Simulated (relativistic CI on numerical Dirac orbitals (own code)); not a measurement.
Radial Dirac CI calculation of Ga16+.

Command:

```sh
python run_levels.py task.json out
```

Input:

```
atom Ga  Z=31  charge=16  electrons=15
nucleus A=69  rms_radius_fm=3.9973
hamiltonian dirac-coulomb  breit=on  qed=off  c_scale=1
orbitals kli  potential=per-configuration
slater_scale 1.2
correlation none
mixing on
grid step=0.0125 r_max=6.2
scf mixing=0.4 start=green max_iterations=150 tolerance=0.0001 node_fill=0.05
configurations
  [Ne] 3s2 3p3
end
```

Output:

```
SCF 1: [Ne] 3s2 3p3
 iter      energy (Ha)   residual   last orbital (Ha)
    1     -1793.466333   3.16e+00    -30.95434
    2     -1806.073516   1.77e+00    -26.46493
    3     -1811.757010   5.39e-02    -21.72701
    4     -1811.758246   3.33e-02    -21.78908
    5     -1811.761175   6.52e-04    -21.68315
    6     -1811.761164   7.76e-05    -21.68507
orbital energies (Ha): 1s -398.0747  2s -68.4555  2p1/2 -63.2770  2p3/2 -62.2444  3s -23.6101  3p1/2 -21.8940  3p3/2 -21.6851
configuration averages (Ha): Dirac-Coulomb, Breit, QED
  3p3                          -1811.761164    0.824189    0.000000
levels: no., configuration, term, J, E (cm-1), weight
   1 3p3                    4S*  3/2              0.0  0.94
   2 3p3                    2D*  3/2          71556.2  0.83
   3 3p3                    2D*  5/2          85004.8  1.00
   4 3p3                    2P*  1/2         137251.4  1.00
   5 3p3                    2P*  3/2         157963.6  0.81
lowest total energy -1811.324861 Ha
end: converged
```

Against the reference input this run has: SCF tolerance 0.0001, QED terms off, Slater scale 1.2. The reference run ends at -1810.695972 Ha with Breit and QED terms.

Run time about 0.024 s of CPU on one thread of Neoverse-N1 (shared host).
